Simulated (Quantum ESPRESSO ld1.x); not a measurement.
Fractional charge and spin in the 6s shell of thulium: the spin-up occupation runs from 0 to 1 and the spin-down occupation from 0 to 1; the fullest corner is Tm, [Xe] 4f(up 6.5, down 6.5) 6s(up 1, down 1). All-electron calculation, scalar-relativistic Kohn-Sham, LDA (Slater exchange, Perdew-Zunger correlation), spin-polarised, spherical densities, point nucleus. Program: ld1.x of Quantum ESPRESSO 7.5. Energy (eV) above the fullest corner. The planes named below are the two flat planes that join the four corners, with an edge along up + down = one added electron.

down \ up       0     0.5      1
0          18.995  12.066  6.499
0.5        12.066   6.682  2.628
1           6.499   2.628  0.000

Corners above the fullest one (they belong to Tm+ and the next ion): (up 1, down 0) 6.499 eV, (up 0, down 1) 6.499 eV, (up 0, down 0) 18.995 eV. With half an added electron in each spin the energy lies 0.182 eV from the planes, and with half an added electron in spin up alone -0.682 eV. The planes are only a guide here: the flat-plane condition holds for ground states with one frontier orbital, while this shell lies below other occupied shells, so the corners above the fullest one are inner-hole states and not the ground states of those ions.
